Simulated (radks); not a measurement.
The zirconium ion Zr4+, 36 electrons, occupied as [Kr] (the NIST ground configuration). Method: Dirac Kohn-Sham, LDA (Slater exchange, Perdew-Wang correlation), spin-unpolarised, spherical densities, finite nucleus; Fermi nuclear charge, rms radius 4.2694 fm; computed with a radial shooting solver on a logarithmic mesh with Libxc functionals. Some entries of the table are withheld. Estimate them.

orbital  occ.  eigenvalue (Ry)  r(max) (bohr)
1s1/2       2              (1)        0.02417
2s1/2       2        -184.3788            (2)
2p1/2       2              (3)         0.1070
2p3/2       4              (4)         0.1106
3s1/2       2        -32.80593            (5)
3p1/2       2        -27.14447            (6)
3p3/2       4        -26.13894            (7)
3d3/2       4        -16.11896         0.3449
3d5/2       6        -15.93489         0.3476
4s1/2       2         -7.02937          1.068
4p1/2       2         -5.45687          1.145
4p3/2       4         -5.31312          1.169

Answer. 
(1) 1s1/2 eigenvalue (Ry): -1310.761
(2) 2s1/2 r(max) (bohr): 0.1373
(3) 2p1/2 eigenvalue (Ry): -169.1770
(4) 2p3/2 eigenvalue (Ry): -162.8782
(5) 3s1/2 r(max) (bohr): 0.4088
(6) 3p1/2 r(max) (bohr): 0.3963
(7) 3p3/2 r(max) (bohr): 0.4055
